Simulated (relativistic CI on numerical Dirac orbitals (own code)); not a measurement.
Forbidden transitions in S⁸⁺

Calculated at this level of theory: Dirac-Coulomb-Breit CI, KLI orbitals optimised for each configuration, model QED (radiative potential, 1s self-energy scaled to tabulated hydrogen-like ionisation energies), unscaled Slater integrals (own radial code, finite nucleus).

Configuration list (outside the closed core 1s2): 2s2 2p4, 2s 2p5, 2p6, 2s2 2p3 3s, 2s2 2p3 3p, 2p5 3s, 2p5 3p, 2s2 2p3 3d, 2p5 3d, 2s 2p4 3s, 2s 2p4 3p, 2s2 2p3 4s, 2s 2p4 3d, 2s2 2p3 4p, 2s2 2p3 4d, 2s2 2p3 4f. Levels of other configurations are missing.

| λ vac (nm) | Lower | Upper | Type | A (s⁻¹) | gf | Branching (%) |
| --- | --- | --- | --- | --- | --- | --- |
| 4.1516 | 2s2 2p4 3P_2 [1] | 2s 2p4 3d 3F_4 [134] | E2 | 2.23e+08 | 5.19e-04 | 7.3 |
| 5.2639 | 2s2 2p4 1D_2 [4] | 2s2 2p3 3p 1F_3 [34] | E2 | 4.64e+07 | 1.35e-04 | 4.2 |
| 5.2950 | 2s2 2p4 3P_2 [1] | 2s2 2p3 3p 3P_0 [25] | E2 | 5.00e+07 | 2.10e-05 | 3.7 |
| 5.2970 | 2s2 2p4 3P_2 [1] | 2s2 2p3 3p 3P_1 [23] | E2 | 3.80e+07 | 4.79e-05 | 2.7 |
| 87.444 | 2s2 2p4 3P_1 [2] | 2s2 2p4 1S_0 [5] | M1 | 6.56e+02 | 7.52e-08 | 99.1 |
| 164.11 | 2s2 2p4 3P_2 [1] | 2s2 2p4 1D_2 [4] | M1 | 6.16e+01 | 1.24e-07 | 81.6 |
| 188.68 | 2s2 2p4 3P_1 [2] | 2s2 2p4 1D_2 [4] | M1 | 1.38e+01 | 3.69e-08 | 18.3 |
| 1260.4 | 2s2 2p4 3P_2 [1] | 2s2 2p4 3P_1 [2] | M1 | 1.11e+01 | 7.96e-07 | 100.0 |
| 3763.6 | 2s2 2p4 3P_1 [2] | 2s2 2p4 3P_0 [3] | M1 | 1.00e+00 | 2.13e-07 | 100.0 |

Terms are leading LS components. Brackets give the number of a level in order of energy, since labels repeat. The list gives strong lines, with weight on those to low levels, among the lowest 200 of 342 levels, so that lines to higher ones, which can be the strongest, are missing. Levels whose partners in the same complex of configurations lie outside the list can be far off, and so can their lines. Rates are taken at the computed energies, electric ones in the length gauge.

At this charge configurations can still be misplaced by up to about 7 % of their energy.

From the table, what is the radiative lifetime of 2s2 2p4 1D_2?

The listed rates from this level add up to about 7.55e+01 s⁻¹, 100 % of its decay; with all channels τ = 1.32e-02 s.
